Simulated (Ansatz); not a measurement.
Stepwise reaction of `[Br][Cd][Br]` with ammonia, as a gas-phase model of exchange steps in deposition or etching. ΔE in kJ/mol; ΔG adds harmonic PBE0-D4 terms to CCSD(T)/CBS, at 1 bar.

Computed with Ansatz on PBE0-D4/def2-TZVP structures; ΔE is electronic, products minus reactants. CCSD(T)/CBS is the MP2 limit (def2-TZVPP, def2-QZVPP) plus CCSD(T) − MP2 in def2-TZVPP, frozen cores. This one scheme is used for every species. DFT in def2-TZVPP. B3LYP here is the variant with VWN-RPA as its local correlation; programs differ in this. Elements past krypton have def2 core potentials. For Br, Cd outer-core shells are correlated without core-valence functions, which leaves a few kJ/mol of doubt a bond. Scalar relativity is left out up to krypton. Each species was taken in one conformer, which may not be the lowest.

```tsv
step	reaction	PBE-D4	B3LYP-D4	ωB97M-V	CCSD(T)/CBS	ΔG(500 K)
1	`[Br][Cd][Br]` + NH₃ → `[NH2][Cd][Br]` + HBr	142.1	151.6	155.3	154.9	135.8
```

Task: Give the row of step 2, `[NH2][Cd][Br]` + NH₃ → `[NH2][Cd][NH2]` + HBr. (Estimate.)

Result: The calculation gave: 
```csv
step,reaction,PBE-D4,B3LYP-D4,ωB97M-V,CCSD(T)/CBS,ΔG(500 K)
2,`[NH2][Cd][Br]` + NH₃ → `[NH2][Cd][NH2]` + HBr,148.5,157.1,160.6,159.5,150.9
```

Task: By hand: ΔE of the 2 steps together at CCSD(T)/CBS.

Result: (154.9) + (159.5) = 314.4 kJ/mol, or 157.2 kJ/mol a step.

In ΔE the steps differ by no more than 4.6 kJ/mol. All are uphill at CCSD(T)/CBS. ΔG lies between 135.8 and 150.9 kJ/mol a step. PBE-D4 differs from CCSD(T)/CBS by -12.8 to -11.0 kJ/mol a step. Isolated molecules leave out the surface, adducts and barriers. Largest T1 diagnostic: 0.014.
